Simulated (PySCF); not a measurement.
## Excitation energy of N²⁺ by level of theory

N²⁺ [He] 2s2 2p1 (2P) → N²⁺ [He] 2s1 2p1 3s1 (4P), as a difference of total energies. All numbers are calculated (PySCF 2.14, the spin-free X2C one-electron Hamiltonian (Gaussian nucleus), in aug-cc-pVTZ-DK (5s4p3d2f, 46 functions)). Correlated levels: valence: 1s2 frozen. The calculations carry no spin-orbit coupling.

```json
{"method": "UHF", "excitation energy (eV)": "33.869"}
{"method": "MP2 (valence)", "excitation energy (eV)": "35.183"}
{"method": "SCS-MP2 (valence)", "excitation energy (eV)": "35.557"}
{"method": "CCSD (valence)", "excitation energy (eV)": "35.753"}
{"method": "CCSD(T) (valence)", "excitation energy (eV)": "35.779"}
```

Task: How much does correlation contribute at CCSD(T) (valence)?

Result: 35.779 − (33.869) = 1.910 eV, measured against UHF.

The promoted electron is Rydberg-like, and one or two diffuse shells describe it only roughly, which tends to raise the upper state.
